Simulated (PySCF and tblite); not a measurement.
Results of a calculation; reference values are marked as such.
5-bromopyrimidine, C4H3BrN2, numbered as in [Br:1][c:2]1[cH:3][n:4][cH:5][n:6][cH:7]1.

Classical Langevin dynamics with GFN2-xTB (tblite), gas phase: time step 1.5 fs, H mass 4 u, friction 0.005 fs⁻¹, 400 steps to settle and 8000 to sample, one trajectory a temperature from the lowest conformer.

GIAO shieldings at PBE/pcSseg-1 (IEF-PCM, tetrahydrofuran) (PySCF) on 7 frames a temperature; like atoms are averaged, and of two unlike H on one atom a is the less shielded at the minimum.

How far do thermal motions move the shieldings from their values at the minimum?


| signal | σ at minimum (ppm) | Δσ, 220 K | Δσ, 350 K | Δσ, 500 K |
| --- | --- | --- | --- | --- |
| Br1 | 1990.9 | -55.6 ± 23.6 | -31.3 ± 32.6 | -82.9 ± 32.1 |
| C2 | 35.1 | -3.5 ± 2.6 | -2.8 ± 4.1 | -7.7 ± 2.8 |
| C3/C7 | 20.4 | 0.1 ± 0.8 | 0.2 ± 1.0 | -2.3 ± 1.8 |
| N4/N6 | -66.0 | -2.0 ± 2.4 | -4.6 ± 2.7 | 3.7 ± 5.9 |
| C5 | 22.9 | -0.2 ± 1.6 | -1.1 ± 1.2 | -0.2 ± 2.7 |
| H3/H7 | 22.62 | -0.08 ± 0.07 | 0.02 ± 0.12 | -0.19 ± 0.18 |
| H5 | 22.32 | 0.09 ± 0.12 | 0.18 ± 0.22 | 0.10 ± 0.32 |

Errors are standard errors over frames. Zero-point motion is missing, and a reference compound would move too.

What do the single frames at 220 K give for C5?


```tsv
t (fs)	V above the minimum, tight binding (kcal/mol)	E above it, DFT (kcal/mol)	torsions (°)	σ (ppm)
1456	4.0	5.7	none	25.9
3171	4.3	3.7	none	19.5
4886	4.5	4.9	none	22.1
6600	4.7	6.6	none	25.6
8314	4.6	2.6	none	17.3
10029	5.2	6.5	none	28.9
11744	4.0	3.6	none	20.1
```

Spin–orbit effects of the heavy atoms on shieldings are missing. Changes within two standard errors are not significant.

The study took 7.2 min on 1 thread of AMD EPYC 7B13, shared host (rough), peak memory 0.69 GiB, launched as `OMP_NUM_THREADS=1 python ens_run.py task.json out`.
